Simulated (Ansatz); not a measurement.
C4H10Si, SMILES `C=C([SiH3])CC` from Hartree–Fock to CCSD(T)

Z-matrix (Å, degrees):
```
Si
C 1 1.871
H 1 1.489 2 112.1
H 1 1.490 2 110.1 3 119.2
H 1 1.486 2 109.2 3 -120.5
C 2 1.504 1 119.7 3 -67.1
C 2 1.333 1 118.8 3 113.4
C 6 1.524 2 113.3 1 62.2
H 6 1.097 2 109.0 1 -59.1
H 6 1.095 2 109.1 1 -175.1
H 7 1.089 2 121.4 1 179.5
H 7 1.085 2 122.3 1 -0.3
H 8 1.092 6 110.9 2 59.0
H 8 1.092 6 110.8 2 179.2
H 8 1.093 6 111.6 2 -60.9
```

Charge 0, multiplicity 1. The structure was optimised at the PBE0-D4/def2-TZVP level. It is one conformer, not always the lowest. Frozen core, restricted reference, Ansatz 0.2.0. CBS rows extrapolate triple and quadruple zeta; past MP2 they add the triple-zeta difference.

```csv
basis,HF (Eh),MP2 corr.,CCSD corr.,(T),CCSD(T) total
def2-SVP,-445.99886,?,?,?,?
def2-TZVPP,-446.27271,-0.80769,-0.86876,-0.03597,-447.17744
def2-QZVPP,?,-0.85914,–,–,–
CBS(def2),-446.29128,-0.89725,-0.95832,as TZ,-447.28557
```

Task: Fill in the withheld values. (An estimate is asked.)

Result: The calculation gave: def2-SVP MP2 corr.: -0.66100; def2-SVP CCSD corr.: -0.73212; def2-SVP (T): -0.02385; def2-SVP CCSD(T) total: -446.75483; def2-QZVPP HF (Eh): -446.28903.
